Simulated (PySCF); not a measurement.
Gas-phase reaction: 2 GeH₃F + 2 GeH₃ → 3 GeH₄ + GeF₂

Method: PySCF energies (xtb for GFN2) plus ideal-gas RRHO corrections (1 bar). † marks an energy on the PBE0/def2-TZVP geometry and frequencies; other levels use their own. MP2 freezes the core. Open shells (unrestricted): GeH₃ (multiplicity 2); the rest are closed-shell singlets. GFN2 has no spin-polarisation term. Ge: all electrons, no relativistic terms. GeH₃: computed as isolated molecules; such fragments, hydroxides, amides, oligomers or adducts are transient or little studied in the gas. MP2 isn't extrapolated to the basis-set limit; its ΔH°(298 K) is -233.2 kJ in def2-SVP and -244.7 kJ in def2-TZVPP. The harmonic model lacks anharmonicity and excited electronic states, which grow with temperature; levels with a mode under 35 cm⁻¹ are left out.

| level | ΔE electronic, kJ | ΔH°(298 K), kJ | ΔS°(298 K), J/K | ΔG°(800 K), kJ |
|---|---|---|---|---|
| BLYP/def2-TZVP† | -284 | -279 | -41 | -246 |
| GFN2-xTB | -416 | -392 | -40 | -358 |
| M06-2X/def2-TZVP† | -219 | -215 | -41 | -181 |
| MP2/def2-SVP† | -238 | -233 | -41 | -200 |
| PBE/def2-SVP | -270 | -266 | -40 | -232 |
| PBE0/def2-SVP† | -249 | -245 | -41 | -211 |
| ωB97M-V/def2-TZVP† | -270 | -266 | -41 | -232 |
ΔH° is lowest at GFN2-xTB and highest at M06-2X/def2-TZVP†. No reference value is set beside these.
